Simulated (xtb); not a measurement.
H4Sn, singlet, at a GFN2-xTB geometry (such geometries of metal compounds can be far from the true shape); GFN-FF run with xtb 6.7.1.

The xtb input:
```
$ xtb mol.xyz --gfnff --json

# file mol.xyz
5

Sn     0.00000000    -0.00000000    -0.00000000
H     -1.09244291     1.12690418    -0.47060308
H      0.23178506    -1.07625557    -1.21357383
H     -0.56018288    -0.78368680     1.32545915
H      1.42084073     0.73303819     0.35871776
```

It wrote (shortened):

```
   ID    Z sym.   atoms
    1   50 Sn     1
    2    1 H      2-5

           -------------------------------------------------
          |                Calculation Setup                |
           -------------------------------------------------

          ==================== Thresholds ====================
          CN  :   150.00000
          rep :   500.00000
          disp:  2500.00000
          HB1 :   250.00000
          HB2 :   450.00000

          Pauling EN used:
          Z : 1  EN :  2.20
          Z :50  EN :  1.96
          electric field strengths (au): 0.000

           -------------------------------------------------
          |           Force Field Initialization            |
           -------------------------------------------------

          distances ...
          ----------------------------------------
          generating topology and atomic info file ...
          pair mat ...
          computing topology distances matrix with Floyd-Warshall algo ...
          making topology EEQ charges ...
          #fragments for EEQ constrain: 1
          ----------------------------------------
          generating topology and atomic info file ...
          pair mat ...
          computing topology distances matrix with Floyd-Warshall algo ...
          making topology EEQ charges ...
          #fragments for EEQ constrain: 1
          rings ...
          # BATM   0
          # H in HB   4

  atom   neighbors  erfCN metchar sp-hybrid imet pi  qest     coordinates
    1  Sn      4    3.48   0.01         3    0    0   0.157    0.000000   -0.000000   -0.000000
    2  H       1    0.97   0.00         0    0    0  -0.039   -2.064418    2.129540   -0.889311
    3  H       1    0.97   0.00         0    0    0  -0.039    0.438010   -2.033828   -2.293322
    4  H       1    0.97   0.00         0    0    0  -0.039   -1.058592   -1.480953    2.504755
    5  H       1    0.97   0.00         0    0    0  -0.039    2.685000    1.385241    0.677878

          #atoms :   5
          #bonds :   4
          #angl  :   6
          #tors  :   0
          #nmol  :   1
          #optfrag :   1
           -------------------------------------------------
          |                   G F N - F F                   |
          |          A general generic force-field          |
          |                  Version 1.0.3                  |
           -------------------------------------------------
          Number of HB bonds (bound hydrogen)     0
          Number of HB bonds (unbound hydrogen)   0
          Number of XB bonds                      0

         :::::::::::::::::::::::::::::::::::::::::::::::::::::
         ::                     SUMMARY                     ::
         :::::::::::::::::::::::::::::::::::::::::::::::::::::
         :: total energy              -0.288547113346 Eh    ::
         :: gradient norm              0.026023213093 Eh/a0 ::
         ::.................................................::
         :: bond energy               -0.303202831263 Eh    ::
         :: angle energy               0.003092779845 Eh    ::
         :: torsion energy             0.000000000000 Eh    ::
         :: repulsion energy           0.019759211624 Eh    ::
         :: electrostat energy        -0.007091590481 Eh    ::
         :: dispersion energy         -0.001104683072 Eh    ::
         :: HB energy                  0.000000000000 Eh    ::
         :: XB energy                  0.000000000000 Eh    ::
         :: bonded atm energy          0.000000000000 Eh    ::
         :: external energy            0.000000000000 Eh    ::
         :: add. restraining           0.000000000000 Eh    ::
         :: total charge              -0.000000000000 e     ::
         :::::::::::::::::::::::::::::::::::::::::::::::::::::

           -------------------------------------------------
          |                Property Printout                |
           -------------------------------------------------

molecular dipole:
                 x           y           z       tot (Debye)
 q only:       -0.000      -0.000       0.000       0.000

           -------------------------------------------------
          | TOTAL ENERGY               -0.288547113346 Eh   |
          | GRADIENT NORM               0.026023213093 Eh/α |
           -------------------------------------------------
########################################################################
[WARNING] Runtime exception occurred
-1- gfnff_setup: Could not read topology file.
########################################################################

normal termination of xtb
```
